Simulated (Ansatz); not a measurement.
This geometry of BClF₂H₂ (6 atoms, charge 0, multiplicity 1) is a first-order saddle point.

Method: RKS LDA/def2-SVP in Ansatz.

```xyz
6
Properties=species:S:1:pos:R:3
B 0.006 0.199 0.054
Cl 0.002 -0.230 1.996
F 1.154 -0.135 -0.501
H -1.057 -0.089 -0.455
F 0.060 1.701 0.430
H 0.076 1.282 1.492
```

Which two structures does it join? (They come from a converged band through this point; their orientation in space is the band's.)

Bonds broken: B1–Cl2, F5–H6. Bonds formed: Cl2–H6. BClF2H2 becomes BF2H + ClH.

Image 0:

```xyz
6
Properties=species:S:1:pos:R:3
B 0.002 0.065 0.121
Cl 0.005 -0.368 1.926
F 1.152 -0.143 -0.489
H -1.054 -0.078 -0.460
F 0.049 1.766 0.484
H 0.089 1.487 1.435
```

Image 6:

```xyz
6
Properties=species:S:1:pos:R:3
B 0.011 0.389 -0.321
Cl -0.004 -0.130 2.358
F 1.152 -0.186 -0.614
H -1.051 -0.157 -0.531
F 0.059 1.668 0.037
H 0.074 1.145 2.088
```

How far does it lie above each of them?

0.037 eV above the first and 0.498 eV above the second. This is the barrier of this one path; another mechanism may lie lower. The orbitals stay closed-shell, which can raise the energy where a bond breaks towards radicals; this wasn't checked here.

Run time: 52 s on 1 thread of Arm Neoverse V1 (shared host), peak memory 0.11 GiB.
